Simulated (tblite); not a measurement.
Species: C6H7FN (doublet state).
SMILES with atom numbers: `[CH2:1]=[CH:2]/[C:3]([CH3:4])=[C:5](\[F:6])[CH:7]=[N:8]` (hydrogens: H9, H10 on C1; H11 on C2; H12, H13, H14 on C4; H15 on C7)

The geometry is computed with GFN2-xTB (gas phase). This method treats the open shell by occupation alone, without spin polarisation.

(1) Give the optimised bond lengths and angles.

Answers

(1) 
| bond | length (Å) |
| --- | --- |
| C1=C2 | 1.330 |
| C2–C3 | 1.455 |
| C3–C4 | 1.495 |
| C3=C5 | 1.350 |
| C5–F6 | 1.350 |
| C5–C7 | 1.466 |
| C7=N8 | 1.227 |
| C1–H9 | 1.076 |
| C1–H10 | 1.076 |
| C2–H11 | 1.081 |
| C4–H12, C4–H13, C4–H14 | 1.088 |
| C7–H15 | 1.100 |

Bonds in one row agree within 0.01 Å and their mean is given. A selection of angles:
| angle | degrees |
| --- | --- |
| C1–C2–C3 | 125.3 |
| C2–C3–C4 | 117.9 |
| C2–C3–C5 | 118.7 |
| C4–C3–C5 | 123.3 |
| C3–C5–F6 | 119.1 |
| C3–C5–C7 | 127.8 |
| F6–C5–C7 | 113.1 |
| C5–C7–N8 | 127.6 |

Torsions: C1–C2–C3–C4 0° (synperiplanar); C2–C3–C5–F6 0° (synperiplanar); C3–C5–C7–N8 180° (antiperiplanar).

Of the pairs four or more bonds apart, H14···H15 is among the closest relative to their van der Waals radii: 1.92 Å, 80 % of the sum of Bondi's values. C1 (carbon bonded to C and 2 H) is planar (angles 123.2°, 120.7° and 116.1°, sum 360.0°, 0.00 Å off the plane of its three neighbours). C5 (carbon bonded to 2 C and F) is planar (angles 127.8°, 119.1° and 113.1°, sum 360.0°, 0.00 Å off the plane of its three neighbours). The 5 C–C bonds span 1.330 Å (C1=C2, drawn double) to 1.495 Å (C3–C4, drawn single), a spread of 0.165 Å. C7 (carbon bonded to C, N and H) is planar (angles 127.6°, 119.9° and 112.6°, sum 360.0°, 0.00 Å off the plane of its three neighbours). C3 (carbon bonded to 3 C) is planar (angles 123.3°, 118.7° and 117.9°, sum 360.0°, 0.00 Å off the plane of its three neighbours). The 8 heavy atoms lie in one plane (0.004 Å rms).

Its GFN2-xTB frequencies are all real (lowest 56 cm⁻¹).

On one thread, Intel Xeon at 2.50 GHz (x86_64), shared host with 64 logical CPUs at a one-minute load of 62, this took 1.6 s of wall time. This is the geometry optimisation.

One conformer stands for the species.
